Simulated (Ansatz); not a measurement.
Reaction (formal exchange of groups at the Se–In bond): `[F][In]([F])[SeH]` + `[CH3][GeH3]` → `[CH3][GeH2][SeH]` + `[F][InH][F]`

Gas-phase electronic energies from Ansatz, PBE0-D4/def2-TZVP geometries. CCSD(T)/CBS adds triple-zeta CCSD(T) − MP2 to the extrapolated MP2 energy (def2 sets, frozen cores). def2 core potentials past Kr. For Ge, In, Se outer-core shells are correlated without core-valence functions, which leaves a few kJ/mol of doubt a bond. Scalar relativity is left out up to krypton. One conformer a species, not always the lowest.

```
            species  MP2/CBS(def2) energy (Eh)
`[F][In]([F])[SeH]`                -2790.77007
      `[CH3][GeH3]`                -2117.72209
 `[CH3][GeH2][SeH]`                -4518.44927
      `[F][InH][F]`                 -390.02762
```

(1) Work out ΔE.

Largest T1 diagnostic among the species: 0.017.

Results:

(1) ΔE = (-4518.44927) + (-390.02762) − (-2790.77007) − (-2117.72209) = 0.01527 Eh = +0.42 eV. CCSD(T)/CBS gives +0.41 eV.

The D4 term adds −0.03 eV with B3LYP and −0.02 eV with PBE0; it sums over pairs of atoms, weighted by their polarisabilities, and B3LYP, whose exchange is more repulsive, gets the larger term. In def2-TZVPP, CCSD(T) changes the Hartree–Fock value by −0.05 eV (the triples alone add +0.00 eV) and MP2 by −0.04 eV.

B3LYP here is the variant with VWN-RPA as its local correlation; programs differ in this.
